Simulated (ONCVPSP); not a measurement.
# Pseudopotential generation for lead: ONCV, PBE, scalar-relativistic.

ONCVPSP 4.0.1 input, shortened (lines: element, Z, core and valence counts, functional; n l f; lmax; l rc ep ncon nbas qcut; lloc lpopt rc5 dvloc0; l nproj debl; icmod fcfact rcfact), PBE, scalar-relativistic:

```
  Pb 82.00   13    1        4      upf
    1    0    2.00
    2    0    2.00
    2    1    6.00
    3    0    2.00
    3    1    6.00
    3    2   10.00
    4    0    2.00
    4    1    6.00
    4    2   10.00
    4    3   14.00
    5    0    2.00
    5    1    6.00
    5    2   10.00
    6    0    1.00
    1
    0    1.60    0.00    4    7    4.30
    1    1.75    0.43    4    8    4.00
    4    5    1.40    6.00
    0    2    3.00
    1    1    0.40
    1    0.35    0.00
```

All-electron outer shells of the reference configuration (PBE, scalar-relativistic, ld1.x):

```
shell  level (eV)  outermost node (bohr)  outermost maximum (bohr)
   5d      -49.43                   0.52                      1.07
   6s      -37.49                   1.01                      1.88
```

(1) Does this generation succeed?

## Answers

(1) No. ONCVPSP 4.0.1 stopped with "optimize: ERROR ps0norm > uunorm, code will stop": the continuity conditions at rc already need more norm inside rc than the all-electron wave has, so norm conservation cannot be met. It happened in the s channel.
